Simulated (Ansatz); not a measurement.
Species: Si2H3 (charge 0, doublet). It need not be the lowest isomer of its formula. 
Structure (B3LYP-D3(BJ)/def2-TZVP (Ansatz, a quantum-chemistry and plane-wave program) minimum search):
```xyz
5

Si     1.1161    -0.5408    -0.0117
Si    -0.9794     0.3817     0.0185
H      1.6917     0.8646     0.1007
H     -1.3798     1.7919    -0.2380
H     -2.2258    -0.4283     0.0422
```
Charge 0, spin multiplicity 2.

Atomisation energy built up term by term with Ansatz (kcal/mol; UHF references for open shells; valence terms freeze the core; atomic spin-orbit terms are left out). Basis-set limits of correlation are two-point, X^-3; Hartree-Fock from the larger set.

The UHF reference is spin-contaminated (<S^2> 0.19 over the pure value in the largest basis). The T1 diagnostic of CCSD in the largest basis is 0.049, which is high, so the coupled-cluster rows are less sure than usual.

```json
[
 {"term": "Hartree-Fock", "basis": "cc-pV(Q+d)Z", "kcal/mol": "[?]"},
 {"term": "CCSD correlation", "basis": "CBS(cc-pV(T+d)Z,cc-pV(Q+d)Z)", "kcal/mol": "72.77"},
 {"term": "(T)", "basis": "CBS(cc-pV(T+d)Z,cc-pV(Q+d)Z)", "kcal/mol": "[?]"},
 {"term": "core correlation", "basis": "cc-pwCVTZ", "kcal/mol": "-0.09"},
 {"term": "scalar relativity (X2C)", "basis": "cc-pVTZ-DK against cc-pVTZ", "kcal/mol": "-0.69"},
 {"term": "sum: De", "basis": "", "kcal/mol": "[?]"}
]
```

Problem. Fill in the missing entries.

Solution. 
- Hartree-Fock, kcal/mol: 210.60
- (T), kcal/mol: 4.09
- sum: De, kcal/mol: 286.7
